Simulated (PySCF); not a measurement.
Compound: fluorobenzene, C6H5F.
SMILES: `FC1=CC=CC=C1`

Computed, not measured: PBE0/6-31+G* geometry optimisation, gas phase in PySCF 2.14.0.

Masses are those of the commonest isotopes; rigid-rotor values at the optimised geometry. 

Task: What are A, B and C (GHz)?

Result: Ia = 89.00, Ib = 196.87, Ic = 285.87 u·Å²; 505379 MHz·u·Å²/I gives 5678, 2567 and 1768 MHz, that is A = 5.6784, B = 2.5671, C = 1.7679 GHz.

Task: Classify the top.

Result: An asymmetric top: κ = (2 × 2567 − 5678 − 1768)/(5678 − 1768) = -0.59.

Task: Is it planar, by Δ = Ic − Ia − Ib?

Result: Planar: Δ = Ic − Ia − Ib = 0.00 u·Å². For a rigid frame Δ = −2 Σ m c², so it vanishes when all atoms lie in the ab plane; here none is more than 0.01 Å from it.

Task: Which lines would a microwave search look for?

Result: The dipole components are |μa| = 1.66 D, |μb| = 0.00 D, |μc| = 0.00 D; the symmetry axis of this C2v structure is a, so μb and μc vanish by symmetry and there are no b-type or c-type lines. Some lines, for components of 0.1 D or more:

| type | branch | J(Ka,Kc) | MHz | lower level (cm⁻¹) |
| --- | --- | --- | --- | --- |
| a | Q | 1(1,0) ← 1(1,1) | 799 | 0.248 |
| a | Q | 2(1,1) ← 2(1,2) | 2398 | 0.511 |
| a | R | 1(0,1) ← 0(0,0) | 4335 | 0.000 |
| a | Q | 3(1,2) ← 3(1,3) | 4781 | 0.902 |
| a | R | 2(1,2) ← 1(1,1) | 7871 | 0.248 |
| a | R | 2(1,1) ← 1(1,0) | 9469 | 0.275 |
| a | R | 3(1,3) ← 2(1,2) | 11728 | 0.511 |
| a | R | 3(2,2) ← 2(2,1) | 13005 | 0.902 |
| a | R | 3(2,1) ← 2(2,0) | 13522 | 0.907 |
| a | R | 3(1,2) ← 2(1,1) | 14111 | 0.591 |

Task: Estimate the classical rotational partition function at 10 K, 50 K and 298.15 K.

Result: Point group C2v, symmetry number σ = 2; q = (√π/σ)·√((kT/h)³/(ABC)), k/h = 20836.6 MHz/K: 525 at 10 K, 5870 at 50 K, 85500 at 298.15 K.

Stationary, but not proved a minimum. Constants of a rigid frame at the computed geometry: no zero-point averaging, no centrifugal distortion.
